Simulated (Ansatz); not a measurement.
Reaction (redistribution): `O[Si@@H](F)N[Si@@H](O)F` + `B[Se][SiH2]C` → `C[Si@H](O)N[Si@@H](O)F` + `B[Se][SiH2]F`

Calculated with Ansatz (gas phase, PBE0-D4/def2-TZVP geometries, no zero-point term in ΔE). CCSD(T)/CBS adds triple-zeta CCSD(T) − MP2 to the extrapolated MP2 energy (def2 sets, frozen cores). Functionals use def2-TZVPP. B3LYP here is the variant with VWN-RPA as its local correlation; programs differ in this. For Se outer-core shells are correlated without core-valence functions, which leaves a few kJ/mol of doubt a bond. Scalar relativity is left out up to krypton. Each species was taken in one conformer, which may not be the lowest.

| species | B3LYP-D4 energy (Eh) |
| --- | --- |
| `O[Si@@H](F)N[Si@@H](O)F` | -987.46795 |
| `B[Se][SiH2]C` | -2758.36880 |
| `C[Si@H](O)N[Si@@H](O)F` | -927.45339 |
| `B[Se][SiH2]F` | -2818.37383 |

Problem. Work out ΔE.

Solution. ΔE = (-927.45339) + (-2818.37383) − (-987.46795) − (-2758.36880) = 0.00953 Eh = +6.0 kcal/mol. CCSD(T)/CBS gives +6.3 kcal/mol.

Largest T1 diagnostic among the species: 0.013.
